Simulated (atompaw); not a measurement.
# Reading a pseudo-wave (cadmium)

Columns: radius, all-electron u(r) and pseudo u(r) of the 5s shell (level -6.02 eV) of cadmium in the configuration [Kr] 4d10 5s1.75 5p0.25; PBE, scalar-relativistic, PAW (atompaw) scheme, atompaw 4.2.0.5.

| r (bohr) | all-electron | pseudo |
| --- | --- | --- |
| 0.115 | -0.0946 | 0.0347 |
| 0.231 | 0.1701 | 0.0701 |
| 0.346 | 0.1181 | 0.1056 |
| 0.462 | -0.0899 | 0.1421 |
| 0.577 | -0.2455 | 0.1792 |
| 0.692 | -0.2945 | 0.2173 |
| 0.808 | -0.2521 | 0.2567 |
| 0.923 | -0.1538 | 0.2968 |
| 1.038 | -0.0303 | 0.3376 |
| 1.154 | 0.0986 | 0.3792 |
| 1.269 | 0.2183 | 0.4204 |
| 1.385 | 0.3247 | 0.4613 |
| 1.500 | 0.4137 | 0.5003 |
| 1.615 | 0.4862 | 0.5369 |
| 1.731 | 0.5437 | 0.5703 |
| 1.846 | 0.5866 | 0.5989 |
| 1.962 | 0.6176 | 0.6223 |
| 2.077 | 0.6379 | 0.6392 |
| 2.192 | 0.6493 | 0.6495 |
| 2.308 | 0.6534 | 0.6534 |
| 2.423 | 0.6512 | 0.6512 |
| 2.538 | 0.6441 | 0.6441 |
| 2.654 | 0.6328 | 0.6328 |
| 2.769 | 0.6183 | 0.6183 |
| 2.885 | 0.6011 | 0.6011 |
| 3.000 | 0.5821 | 0.5821 |

**Question.** How many radial nodes do the two functions have?

**Answer.** The all-electron 5s function has n − l − 1 = 4 (the table is too coarse to show those close to the nucleus); the pseudo-wave has 0, since the states of the same l below it are removed with the core.

**Question.** At about which radius was the pseudo-wave matched?

**Answer.** 2.45 bohr. The columns agree to 0.0005 from 2.19 bohr on; several derivatives are matched, so the curves merge somewhat inside the radius.

**Question.** Is the pseudo-wave norm-conserving?

**Answer.** No, it belongs to a PAW set: the norm inside the radius is not constrained, and the difference is carried by the augmentation charge.
